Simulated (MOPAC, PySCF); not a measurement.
H$_{2}$F$_{2}$O$_{2}$Sn, SMILES `[OH][Sn]([OH])([F])[F]` (H–O–Sn–F torsion -96°, F–Sn–O–H torsion 20°), neutral singlet in the gas phase. 

Cartesian coordinates (Å):
SMILES: [Sn]([OH])([OH])([F])[F]
```xyz
7

O     -1.6463    -0.7437    -0.3448
Sn     0.0110     0.1751     0.0540
O      1.5361    -0.9920    -0.1947
F      0.2754     1.7179    -1.0459
F     -0.1132     0.8463     1.8411
H     -2.3617    -0.4796     0.2471
H      2.2988    -0.5239    -0.5568
```
Charge 0, spin multiplicity 1.

All levels are single points at this geometry (B3LYP-D3(BJ)/def2-TZVP); Pople sets use spherical d functions. Orbital energies aren't observables, and empty levels follow the basis.

```
level                                     HOMO (eV)  LUMO (eV)  gap (eV)  dipole (D)  vertical IE, Delta-SCF (eV)
----------------------------------------  ---------  ---------  --------  ----------  ---------------------------
B3LYP-D3(BJ)/def2-TZVP in PySCF               -9.75      -3.03      6.72        0.47                        12.23
PBE-D3(BJ)/def2-TZVP in PySCF                 -8.20      -3.63      4.57        0.49                            –
B3LYP/6-311+G** (LANL2DZ on Sn) in PySCF      -9.98      -3.11      6.87        0.42                            –
B3LYP/6-31G* (LANL2DZ on Sn) in PySCF         -9.22      -2.25      6.97        0.07                        11.89
B3LYP/LANL2DZ in PySCF                        -9.78      -3.19      6.59        0.02                            –
BP86/6-31G* (LANL2DZ on Sn) in PySCF          -7.77      -3.04      4.73        0.08                            –
M06-2X/6-31G* (LANL2DZ on Sn) in PySCF       -11.42      -1.01     10.42        0.01                            –
PBE/6-31G* (LANL2DZ on Sn) in PySCF           -7.65      -2.98      4.68        0.10                            –
SVWN5/6-31G* (LANL2DZ on Sn) in PySCF         -7.79      -3.15      4.64        0.06                            –
HF/6-31G* (LANL2DZ on Sn) in PySCF           -14.50       1.72     16.22        0.01                        12.66
AM1 in MOPAC                                 -11.55      -0.46     11.09        0.50                            –
PM3 in MOPAC                                 -13.12      -1.90     11.22        0.30                            –
PM7 in MOPAC                                 -12.06      -0.04     12.03        0.36                            –
```
